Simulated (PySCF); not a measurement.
## Dipole response of Ni²⁺ (nickel, charge +2)

[Ar] 3d7 4s1, high-spin 5F determinant (an excited configuration). Calculation: PySCF 2.14, in aug-cc-pwCVTZ-DK; the spin-free X2C one-electron Hamiltonian (Gaussian nucleus). Coupled (time-dependent) response in atomic units; α is the mean over directions.

```tsv
method	mean α (bohr³)	C₆ (like pair)	S(−4)
UHF	16.00	57.22	242.4
PBE	12.19	42.24	124.8
```

S(−4) is the Cauchy moment in α(ω) = α(0) + S(−4) ω² + …

α(iu) at PBE:

| u (hartree) | α(iu) (bohr³) |
| --- | --- |
| 0 | 12.19 |
| 0.0500 | 11.88 |
| 0.100 | 11.07 |
| 0.200 | 8.820 |
| 0.300 | 6.787 |
| 0.500 | 4.299 |
| 0.750 | 2.860 |
| 1.00 | 2.139 |
| 1.50 | 1.419 |
| 2.00 | 1.050 |
| 3.00 | 0.6633 |
| 5.00 | 0.3440 |

For an ion, C₆ is the dispersion term alone; charge-induced terms of lower order in 1/R come first.
